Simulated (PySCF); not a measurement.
H3NPbS, neutral, multiplicity 1. Atoms are numbered in the order given.

```xyz
6

Pb     0.2594     0.3534     0.0000
N     -1.8132     0.8653     0.0000
H     -2.1676     1.8186     0.0000
H     -2.5777     0.1936     0.0000
S     -0.3020    -2.1582     0.0000
H      1.0013    -2.5178     0.0000
```
Charge 0, spin multiplicity 1.

Geometry optimised at r2SCAN-D4/def2-SVP. The def2 effective core potentials stand for the cores of Pb; spin–orbit coupling is left out. One conformer was computed; it need not be the lowest.

All values below come from PySCF with r2SCAN-D4/def2-SVP.

Frequencies are harmonic and unscaled.

Computed vibrational spectrum:
| mode | ν (cm⁻¹) | IR (km/mol) | moving atoms (share of kinetic energy) |
|---|---|---|---|
| 1 | 128 | 1.3 | N 49 %, S 23 %, H 20 % |
| 2 | 191 | 21.5 | H 86 %, N 12 % |
| 3 | 266 | 208.1 | H 91 %, N 8 % |
| 4 | 296 | 32.5 | S 83 %, Pb 14 % |
| 5 | 417 | 1.5 | H 99 % |
| 6 | 547 | 51.0 | N 74 %, H 20 % |
| 7 | 566 | 15.3 | H 86 %, N 12 % |
| 8 | 640 | 31.3 | H 86 %, N 9 % |
| 9 | 1492 | 3.3 | H 90 %, N 10 % |
| 10 | 2694 | 1.8 | H 97 % |
| 11 | 3542 | 19.9 | H 96 % |
| 12 | 3666 | 22.0 | H 91 %, N 9 % |
